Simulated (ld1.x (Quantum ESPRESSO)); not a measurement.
**u(r) = r·R(r): atom against pseudo-atom (aluminium (Al))**

Columns: radius, all-electron u(r) and pseudo u(r) of the 3s shell (level -7.75 eV) of aluminium in the configuration [Ne] 3s2 3p1; PBE, scalar-relativistic, TM scheme, ld1.x (Quantum ESPRESSO) 7.5.

```tsv
r (bohr)	all-electron	pseudo
0.125	0.0752	0.0267
0.250	-0.1697	0.0545
0.375	-0.2882	0.0846
0.500	-0.2743	0.1183
0.625	-0.1816	0.1568
0.750	-0.0539	0.2011
0.875	0.0818	0.2521
1.000	0.2104	0.3094
1.125	0.3244	0.3720
1.250	0.4208	0.4369
1.375	0.4992	0.5003
1.500	0.5610	0.5577
1.625	0.6078	0.6050
1.750	0.6411	0.6399
1.875	0.6623	0.6620
2.000	0.6730	0.6730
2.125	0.6746	0.6746
2.250	0.6688	0.6688
2.375	0.6567	0.6567
2.500	0.6397	0.6397
2.625	0.6190	0.6190
2.750	0.5954	0.5954
2.875	0.5697	0.5697
3.000	0.5428	0.5428
3.125	0.5150	0.5150
3.250	0.4870	0.4870
```

How many radial nodes do the two functions have?

The all-electron 3s function has n − l − 1 = 2; the pseudo-wave has 0, since the states of the same l below it are removed with the core.

At about which radius was the pseudo-wave matched?

2.15 bohr. The columns agree to 0.0005 from 1.88 bohr on; several derivatives are matched, so the curves merge somewhat inside the radius.

Where does each function peak?

Outermost all-electron maximum near 2.12 bohr, pseudo maximum near 2.12 bohr (to the table’s step).

Is the pseudo-wave norm-conserving?

Yes: the TM scheme keeps the norm inside the radius equal to the all-electron one, which fixes the energy derivative of the logarithmic derivative at the level.
